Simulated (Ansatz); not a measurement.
Isolated molecules relaxed with PBE0-D4/def2-TZVP in Ansatz; ΔE leaves out vibrations. CCSD(T)/CBS is the MP2 limit (def2-TZVPP, def2-QZVPP) plus CCSD(T) − MP2 in def2-TZVPP, frozen cores. This one scheme is used for every species, atoms too. Functionals use def2-TZVPP. B3LYP here is the variant with VWN-RPA as its local correlation; programs differ in this. Open shells (•) are unrestricted, without spin–orbit coupling. Spin–orbit coupling would lower the free atoms: a little for Cl. Elements past krypton have def2 core potentials. For In outer-core shells are correlated without core-valence functions, so the limit isn't a true one: a few kJ/mol of doubt a bond, and 10 to 20 or more in all where bonds break to atoms. Each species was taken in one conformer, which may not be the lowest.

Reaction (homolysis of the Cl–In bond): `[SH][In]([SH])[Cl]` → Cl• + `[SH][In][SH]`•

**Question.** What is ΔE at CCSD(T)/CBS? (An estimate is asked.)

**Answer.** The calculation gave: +394.5 kJ/mol.

**Question.** What do these levels give: PBE0-D4, ωB97M-V, B2PLYP, PBE, PBE0, B3LYP, HF/def2-TZVPP, SCS-MP2/def2-TZVPP, CCSD/def2-TZVPP, CCSD/def2-QZVPP, CCSD(T)/def2-QZVPP, CCSD/CBS(def2)? (An estimate is asked.)

**Answer.** Ansatz gave: PBE0-D4 379.6, ωB97M-V 390.7, B2PLYP 369.2, PBE 372.1, PBE0 375.2, B3LYP 353.1, HF/def2-TZVPP 285.8, SCS-MP2/def2-TZVPP 387.1, CCSD/def2-TZVPP 367.1, CCSD/def2-QZVPP 377.2, CCSD(T)/def2-QZVPP 387.9, CCSD/CBS(def2) 385.2 kJ/mol.

Largest T1 diagnostic among the species: 0.018.

The D4 term adds +7.7 kJ/mol with B3LYP and +4.5 kJ/mol with PBE0; it sums over pairs of atoms, weighted by their polarisabilities, and B3LYP, whose exchange is more repulsive, gets the larger term. In def2-TZVPP, CCSD(T) changes the Hartree–Fock value by +90.6 kJ/mol (the triples alone add +9.3 kJ/mol) and MP2 by +113.4 kJ/mol; breaking electron pairs costs correlation energy, which Hartree–Fock lacks. From PBE to PBE0 (25 % exact exchange), in def2-TZVPP and without D4, ΔE moves by +3.1 kJ/mol.
